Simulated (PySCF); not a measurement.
Choosing a molecule for a target property.

Each SMILES stands for a single optimised conformer of the isolated species, non-relativistic unless stated; the electronic structure was computed with PySCF and density fitting.

Dipoles, sizes and rotational constants follow the conformer. The torsions of the flexible species, by atom-mapped SMILES:
- `[CH3:1]/[CH:2]=[N:3]/[SiH2:4][PH2:5]`: C2–N3–Si4–P5 108°, H–P5–Si4–N3 -48°, H–P5–Si4–N3 45°
- `[CH3:1][S:2][CH:3]([SiH2:4][F:5])[SiH2:6][F:7]`: C1–S2–C3–Si4 82°, S2–C3–Si4–F5 -66°, S2–C3–Si6–F7 -175°
- `[O:1]=[CH:2][c:3]1[p:4][cH:5][n:6][cH:7][c:8]1[SiH3:9]`: O1–C2–C3–P4 180°

The conformers of `CC[C@@H](S)C[SiH2]O` aren't listed.

Question: Wanted: HOMO energy below -8.4 eV (CAM-B3LYP/def2-SVPD) and lowest triplet excitation (Tamm–Dancoff) below 4 eV (TDA CAM-B3LYP/def2-SVPD), at GFN2-xTB geometries. Which candidate meets both?
A. `CSC([SiH2]F)[SiH2]F`
B. `C/C=N/[SiH2]P`
C. `CC[C@@H](S)C[SiH2]O`
D. `O=Cc1pcncc1[SiH3]`

Answer: D. Computed values:
| species | HOMO energy | lowest triplet excitation (Tamm–Dancoff) |
| --- | --- | --- |
| O=Cc1pcncc1[SiH3] | -8.94 eV | 2.88 eV |
| CC[C@@H](S)C[SiH2]O | -8.53 eV | 5.25 eV |
| C/C=N/[SiH2]P | -8.36 eV | 3.70 eV |
| CSC([SiH2]F)[SiH2]F | -7.97 eV | 4.80 eV |
